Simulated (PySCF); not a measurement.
**Dipole response of Hg (mercury, neutral)**

[Xe] 4f14 5d9 6s2 6p1, one real determinant (an excited configuration). All numbers are calculated (PySCF 2.14, scalar relativity by spin-free X2C-1e, in x2c-TZVPPall with one added diffuse shell each of s, p, d, f type (12s8p8d4f1g, 113 functions)). Coupled (time-dependent) response in atomic units; α is the mean over directions.

```tsv
method	mean α (bohr³)	α xx, yy, zz	C₆ (like pair)	S(−4)
BP86	74.14	53.83, 53.83, 114.8	782.4	4118
```

S(−4) is the Cauchy moment in α(ω) = α(0) + S(−4) ω² + …

Spin-orbit coupling is absent.

α(iu) at BP86:

```tsv
u (hartree)	α(iu) (bohr³)
0	74.14
0.0500	65.77
0.100	51.90
0.200	33.16
0.300	23.37
0.500	14.03
0.750	9.043
1.00	6.537
1.50	4.033
2.00	2.789
3.00	1.580
5.00	0.7102
```

A single London oscillator, α(iu) = α/(1 + u²/ω²), gives C₆ = (3/4) ω α². Matching the computed C₆ needs ω = 4 × 782.4 / (3 × 74.14²) = 0.190 hartree.

The components differ because the open shell of this determinant is not spherical; for a pure term their mean is the scalar polarisability.

⟨L²⟩ = 7.99 against 12 for a pure F term, so this real determinant mixes terms. Spin-orbit coupling, absent here, splits the open shell strongly.
